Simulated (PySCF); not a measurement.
## Correlation energy of Cl⁺ (chlorine, charge +1)

[Ne] 3s2 3p4, high-spin 3P determinant. Calculation: PySCF 2.14, in cc-pVTZ-DK (5s4p2d1f, 34 functions); the spin-free X2C one-electron Hamiltonian (Gaussian nucleus). Frozen: [Ne]; 6 electrons correlated.

MP2 pair energies summed by pair of shells (mhartree):

| pair | energy | share (%) |
| --- | --- | --- |
| 3p-3p | -57.48 | 46.5 |
| 3s-3p | -56.50 | 45.7 |
| 3s-3s | -9.62 | 7.8 |

Total MP2 correlation energy: -123.60 mhartree.

Same-spin part -28.52 and opposite-spin part -95.08 mhartree; SCS-MP2 scales them by 1/3 and 6/5 to -123.60 mhartree.

```tsv
level	correlation energy (mhartree)
CCSD	-147.76
(T)	-4.19
CCSD(T)	-151.95
```

Diagnostics: T1 = 0.0083, D1 = 0.0267, largest double amplitude 0.056.

Task: Is a single reference adequate?

Result: Yes: T1 lies below 0.03 and no double amplitude reaches 0.07.
